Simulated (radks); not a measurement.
The numbers below are computed, except where a source is named.
Species: Fe III. Configuration: [Ar] 3d6.

Code: a radial shooting solver on a logarithmic mesh with Libxc functionals. Model: non-relativistic Kohn-Sham, exchange-only B88, spin-polarised, spherical densities, point nucleus; open shells are filled with parallel spins first.

Energy parts (eV):
| part | energy |
|---|---|
| total | -34333.544 |
| kinetic | 34333.544 |
| electron-nucleus | -81312.616 |
| Hartree | 14116.982 |
| exchange | -1471.454 |

Orbitals (lengths in bohr, moments of r in powers of bohr):
| orbital | occ. | eigenvalue (eV) | <r> | <r^4> | <1/r> |
|---|---|---|---|---|---|
| 1s down | 1 | -6952.398 | 0.05914 | 0.00005612 | 25.52 |
| 1s up | 1 | -6952.385 | 0.05914 | 0.00005612 | 25.52 |
| 2s up | 1 | -823.7702 | 0.2703 | 0.01294 | 5.459 |
| 2s down | 1 | -821.6930 | 0.2699 | 0.01284 | 5.468 |
| 2p up | 3 | -713.2617 | 0.2369 | 0.009648 | 5.414 |
| 2p down | 3 | -711.7132 | 0.2364 | 0.009549 | 5.422 |
| 3s up | 1 | -110.7814 | 0.8193 | 0.9757 | 1.724 |
| 3s down | 1 | -105.9878 | 0.8224 | 0.9956 | 1.715 |
| 3p up | 3 | -78.5409 | 0.8600 | 1.335 | 1.599 |
| 3p down | 3 | -73.8243 | 0.8655 | 1.385 | 1.588 |
| 3d up | 5 | -26.4604 | 1.065 | 5.338 | 1.250 |
| 3d down | 1 | -22.1013 | 1.120 | 7.218 | 1.211 |
| 4s up | 0 | -19.9959 | 2.507 | 78.54 | 0.5213 |
| 4s down | 0 | -18.2474 | 2.626 | 95.76 | 0.4943 |
| 4p up | 0 | -14.1954 | 2.989 | 164.1 | 0.4332 |
| 4p down | 0 | -12.9427 | 3.176 | 210.2 | 0.4039 |

The highest occupied level is 3d down at -22.101 eV. The density falls to 0.001 e/bohr^3 at r = 3.05 bohr.
